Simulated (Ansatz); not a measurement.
Isomers of C₃H₇GeN, relaxed with PBE0-D4/def2-TZVP in Ansatz; electronic energies, one conformer each and not always the lowest. Functionals use def2-TZVPP; CBS adds triple-zeta CCSD(T) − MP2 to the MP2 limit of def2-TZVPP and def2-QZVPP.

Outer-core shells of Ge are correlated without core-valence functions. Scalar relativity is left out up to krypton. Spin–orbit coupling is left out.

Problem. Order them by energy at frozen-core CCSD(T)/CBS, lowest first. (Estimate.)
A. `[CH]1=NC[CH2][GeH2]1`
B. `[CH3][GeH]([CH3])[C]#N`
C. `[GeH3][CH2]N1C=C1`
D. `N=C1C[CH]1[GeH3]`
E. `C=[C]1[CH2][GeH]1[NH2]`
F. `C[CH]([GeH3])C#N`
G. `C=N[C](=C)[GeH3]`
H. `CC#[C][GeH2][NH2]`

Solution. B (0.0 kcal/mol), F (19.7 kcal/mol), A (26.6 kcal/mol), H (31.7 kcal/mol), G (47.5 kcal/mol), E (49.4 kcal/mol), D (57.6 kcal/mol), C (104.9 kcal/mol).

Problem. How do PBE0-D4, r2SCAN-D4, B3LYP, MP2/CBS(def2) place them (kcal/mol, against `[CH3][GeH]([CH3])[C]#N`)? (An estimate is asked.)

Solution. The calculation gave: 
```tsv
isomer	PBE0-D4	r2SCAN-D4	B3LYP	MP2/CBS(def2)
`N=C1C[CH]1[GeH3]`	48.1	50.8	54.5	59.4
`[GeH3][CH2]N1C=C1`	99.4	102.1	104.4	107.0
`C=N[C](=C)[GeH3]`	43.1	43.8	44.2	51.8
`CC#[C][GeH2][NH2]`	30.3	30.7	30.2	31.4
`C[CH]([GeH3])C#N`	17.4	18.4	18.8	20.2
`C=[C]1[CH2][GeH]1[NH2]`	44.5	46.5	49.9	50.1
`[CH]1=NC[CH2][GeH2]1`	20.0	23.2	27.2	28.8
```

B3LYP here is the variant with VWN-RPA as its local correlation; programs differ in this.
